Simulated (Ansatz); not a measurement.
`Cl[SiH2][SeH]`. Total charge 0; spin multiplicity 1. All single points use the PBE0-D4/def2-TZVP geometry. It is one conformer, not always the lowest.

```xyz
6

Cl    0.430    2.018   -1.124
Si   -0.195    0.199   -0.419
Se    1.020   -0.197    1.457
H    -1.644    0.280   -0.126
H     0.057   -0.820   -1.464
H     0.333   -1.480    1.676
```

(1) What is the dipole moment at ωB97M-V/def2-TZVPP? (Estimate.)

(2) And with PBE, r2SCAN, B3LYP? (Estimate.)

(3) Give the Mulliken charges with ωB97M-V, r2SCAN, B3LYP in def2-TZVPP. (An estimate is asked.)

Answers

(1) The calculation gave: 1.58 D, with components (-0.83, -1.34, 0.06) D in this frame, pointing from negative to positive charge.

(2) Ansatz gave: PBE 1.48 D, r2SCAN 1.59 D, B3LYP 1.57 D.

(3) Computed: 
```json
{"atom": "Cl1", "ωB97M-V": "-0.20", "r2SCAN": "-0.24", "B3LYP": "-0.24"}
{"atom": "Si2", "ωB97M-V": "0.31", "r2SCAN": "0.46", "B3LYP": "0.42"}
{"atom": "Se3", "ωB97M-V": "-0.16", "r2SCAN": "-0.17", "B3LYP": "-0.15"}
{"atom": "H4", "ωB97M-V": "-0.01", "r2SCAN": "-0.06", "B3LYP": "-0.05"}
{"atom": "H5", "ωB97M-V": "-0.01", "r2SCAN": "-0.06", "B3LYP": "-0.05"}
{"atom": "H6", "ωB97M-V": "0.07", "r2SCAN": "0.07", "B3LYP": "0.05"}
```

B3LYP here is the variant with VWN-RPA as its local correlation; programs differ in this.
